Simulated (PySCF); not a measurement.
A GIAO shielding run with PySCF 2.14 (density fitting, non-relativistic, gas phase) on SMILES [BH3-][N+]#CCC(F)=C(F)F, C₄H₅BF₃N:

```
$ OMP_NUM_THREADS=1 python probes_run.py task.json out

{"job": {"kind": "nmr", "xc": "PBE0", "basis": "pcSseg-1"}, "charge": 0, "multiplicity": 1}
B     -2.749076    -0.732959     1.265219
N     -1.569665    -0.155998     0.486032
C     -0.680286     0.284486    -0.095852
C      0.449456     0.845051    -0.827224
C      1.609711    -0.089635    -0.901606
F      1.396628    -1.220661    -1.565099
C      2.805060     0.147750    -0.360800
F      3.822291    -0.657293    -0.443043
F      3.076059     1.238319     0.311008
H     -3.334276    -1.476360     0.490441
H     -2.260269    -1.320882     2.220203
H     -3.424420     0.231342     1.600082
H      0.752828     1.785315    -0.342246
H      0.104533     1.097485    -1.845874
```

Hardware: 1 thread of an Arm Neoverse V1, shared host. The job also computes population analyses, field gradients.

Problem. How large is the calculation?

Solution. 68 electrons, 178 basis functions and 913 auxiliary functions.

Problem. How long does it take, and how much memory does it need?

Solution. 29 s of wall time, with 14 SCF cycles and 5 response iterations; peak memory 0.98 GiB. Times on a shared host scatter by some tens of per cent.

Problem. And these other runs on the same molecule and hardware: spin–spin coupling at B3LYP/pcJ-1?

Solution. B3LYP/pcJ-1: 293 functions, 86 s.
